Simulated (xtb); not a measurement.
CH8FNSi2, SMILES CN([SiH3])[SiH2]F. All values are semi-empirical tight-binding results from xtb (GFN2-xTB unless named), good for trends rather than for accurate numbers. Geometry optimised at GFN2-xTB. This is a generated structure with no PubChem entry under its InChIKey; it may be hypothetical. The values are those of a single conformer.

Optimised geometry:

Bonds (Å): Si1–N2 1.739, Si1–H6 1.470, Si1–H7 1.458, Si1–H8 1.465, N2–C3 1.454, N2–Si4 1.725, C3–H9 1.088, C3–H10 1.090, C3–H11 1.094, Si4–F5 1.610, Si4–H12 1.459, Si4–H13 1.448. Angles (°): N2–Si1–H6 110.6, N2–Si1–H7 106.4, N2–Si1–H8 106.7, H6–Si1–H7 110.7, H6–Si1–H8 109.4, H7–Si1–H8 112.8, Si1–N2–C3 115.6, Si1–N2–Si4 124.9, C3–N2–Si4 117.6, N2–C3–H9 110.4, N2–C3–H10 109.9, N2–C3–H11 111.5, H9–C3–H10 108.5, H9–C3–H11 108.4, H10–C3–H11 108.1, N2–Si4–F5 106.4, N2–Si4–H12 114.4, N2–Si4–H13 109.0, F5–Si4–H12 103.3, F5–Si4–H13 106.6, H12–Si4–H13 116.3.
Charge 0, spin multiplicity 1.

**Question.** Estimate the properties. (The exact figures need the calculation; the answer reports its results.)

**Answer.** 
| Quantity | Result |
|---|---|
| orbital gap | 4.82 eV |
| dipole moment | 1.89 D |
| zero-point energy | 54.2 kcal/mol |
| G − E(el) at 298.15 K (modified RRHO) | 33.5 kcal/mol |
| static polarisability (D4 model) | 82.2 bohr³ |
| solvation energy, GFN2-xTB/ALPB(water) | 0.5 kcal/mol |
| solvation energy, GFN2-xTB/ALPB(ether) | -2.9 kcal/mol |

Computed atomic charges and the Wiberg bond orders between heavy atoms:
charges (e) Si1 0.49, N2 -0.38, C3 -0.02, Si4 0.57, F5 -0.28, H6 -0.10, H7 -0.11, H8 -0.09, H9 0.04, H10 0.03, H11 0.01, H12 -0.08, H13 -0.08. Bond orders Si1–N2 1.02, N2–C3 1.04, N2–Si4 1.07, Si4–F5 1.07.
